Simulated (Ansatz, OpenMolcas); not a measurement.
**How basis sets differ on CH2FNOSi (SMILES O=C=N[SiH2]F)**

CH2FNOSi: 7 atoms, total charge 0, spin state singlet. SMILES: `O=C=N[SiH2]F`. The coordinates come from a PBE0-D4/def2-TZVP relaxation. This is one conformer, not always the lowest.

Each level gives the HOMO–LUMO gap (eV). The values are calculated.

| level | kind | program | value (eV) |
| --- | --- | --- | --- |
| HF/ANO-R0 (sfX2C) | Hartree–Fock | OpenMolcas | 14.36 |
| HF/ANO-RCC-MB (DKH2) | Hartree–Fock | OpenMolcas | 16.89 |
| HF/ANO-S-MB | Hartree–Fock | OpenMolcas | 16.59 |
| HF/STO-3G | Hartree–Fock | Ansatz | 18.00 |
| HF/3-21G | Hartree–Fock | Ansatz | 16.07 |
| HF/cc-pVDZ | Hartree–Fock | OpenMolcas | 15.89 |

The values span 14.36 to 18.00 eV. A Hartree–Fock LUMO above zero doesn't converge with the basis: it sinks as sets grow more diffuse. Orbital gaps aren't excitation energies.
